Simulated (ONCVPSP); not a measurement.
# An all-electron radial function and its pseudo partner (phosphorus)

Columns: radius, all-electron u(r) and pseudo u(r) of the 3s shell (level -14.64 eV) of phosphorus in the configuration [Ne] 3s1 3p4; revPBE, scalar-relativistic, ONCV scheme, ONCVPSP 4.0.1.

| r (bohr) | all-electron | pseudo |
| --- | --- | --- |
| 0.103 | 0.1101 | 0.0206 |
| 0.205 | -0.1998 | 0.0461 |
| 0.308 | -0.3633 | 0.0807 |
| 0.410 | -0.3531 | 0.1252 |
| 0.513 | -0.2342 | 0.1802 |
| 0.615 | -0.0670 | 0.2443 |
| 0.718 | 0.1129 | 0.3182 |
| 0.820 | 0.2800 | 0.3994 |
| 0.923 | 0.4266 | 0.4859 |
| 1.025 | 0.5456 | 0.5706 |
| 1.128 | 0.6399 | 0.6483 |
| 1.230 | 0.7093 | 0.7114 |
| 1.332 | 0.7569 | 0.7572 |
| 1.435 | 0.7853 | 0.7853 |
| 1.538 | 0.7971 | 0.7970 |
| 1.640 | 0.7950 | 0.7950 |
| 1.743 | 0.7821 | 0.7820 |
| 1.845 | 0.7608 | 0.7607 |
| 1.948 | 0.7329 | 0.7329 |
| 2.050 | 0.7007 | 0.7007 |
| 2.153 | 0.6652 | 0.6652 |
| 2.255 | 0.6282 | 0.6282 |
| 2.358 | 0.5900 | 0.5900 |
| 2.460 | 0.5521 | 0.5521 |
| 2.562 | 0.5148 | 0.5148 |
| 2.665 | 0.4780 | 0.4780 |

Question: How many radial nodes do the two functions have?

Answer: The all-electron 3s function has n − l − 1 = 2; the pseudo-wave has 0, since the states of the same l below it are removed with the core.

Question: At about which radius was the pseudo-wave matched?

Answer: 1.50 bohr. The columns agree to 0.0005 from 1.33 bohr on; several derivatives are matched, so the curves merge somewhat inside the radius.

Question: Is the pseudo-wave norm-conserving?

Answer: Yes: the ONCV scheme keeps the norm inside the radius equal to the all-electron one, which fixes the energy derivative of the logarithmic derivative at the level.
